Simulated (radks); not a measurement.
Results of a calculation; reference values are marked as such.
Excited configurations of the tin ion Sn3+: one electron is placed in a higher orbital outside [Kr] 4d10. The ground configuration is [Kr] 4d10 5s1. Code: a radial shooting solver on a logarithmic mesh with Libxc functionals. Model: scalar-relativistic Kohn-Sham, PBE, spin-polarised, spherical densities, finite nucleus; open shells are filled with parallel spins first (spin-orbit coupling, left out, can overturn this in heavy ions); Fermi nuclear charge, rms radius 4.6519 fm. Excitation = E - E(ground); binding = E(ion) - E, where the ion is the core of charge +4; n* = 4/sqrt(2 binding) in atomic units, and the quantum defect is n - n*.

outer orbital  excitation (eV)  binding (eV)     n*  quantum defect  eigenvalue (eV)  <r> (bohr)
4f                      26.337        15.065  3.801           0.199          -12.386       3.715
5p                       9.232        32.171  2.601           2.399          -28.007       2.465
6s                      21.439        19.963  3.302           2.698          -17.907       4.247
7s                      29.496        11.907  4.276           2.724          -10.717       7.072
7d                      33.250         8.153  5.167           1.833           -7.303       9.642
7f                      36.073         5.330  6.391           0.609           -4.763       14.18

Estimate the row for 7p.

Answer. excitation (eV) 30.980; binding (eV) 10.423; n* 4.570; quantum defect 2.430; eigenvalue (eV) -9.387; <r> (bohr) 7.858. The Delta-SCF ionisation energy is 41.402 eV (NIST Atomic Spectra Database: 40.74 eV, measured). Self-interaction in the functional shifts the binding energies and quantum defects, so they are the method's values and not measured ones.
